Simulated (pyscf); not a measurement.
Single points on ωB97X-D3(BJ)/def2-SVP structures (PySCF, gas phase).

SMILES: [OH][Zr]([OH])([OH])[Br]
```xyz
8

O      0.5000     0.6638    -0.6840
Zr     0.3139    -0.5953     0.7422
O      0.3298     0.3109     2.4247
O     -1.3110    -1.5821     0.5448
Br     2.2597    -2.2071     0.6662
H      0.5387     1.3192    -1.3793
H      0.2871     0.7982     3.2465
H     -2.1568    -2.0188     0.4526
```

Problem. What is the homolytic dissociation enthalpy (298 K, ωB97M-D3(BJ)/def2-TZVP) of the Br–Zr bond of HO–Zr(OH)(OH)–Br, to [HO–Zr(OH)–OH]• + Br•?

Solution. Br–Zr to [HO–Zr(OH)–OH]• + Br•: 432.9 kJ/mol. The 7 functionals that were run give +421.7 (M06-2X) to +476.0 kJ/mol (ωB97X-D3(BJ)). The radicals are drawn with the spin at the cut bond; how far it spreads was not checked. Other isomers of [HO–Zr(OH)–OH]• were not searched in full and may lie lower. Left out: the spin-orbit lowering of Br, which is large for Br, Se, Te and I. Open-shell species with a d-block atom are single-reference here; other states, and whether the spin sits on metal or ligand, were not checked. Elements up to Kr have no core potential and no relativistic terms here. Elements past Kr carry the def2 core potentials, without spin-orbit coupling.
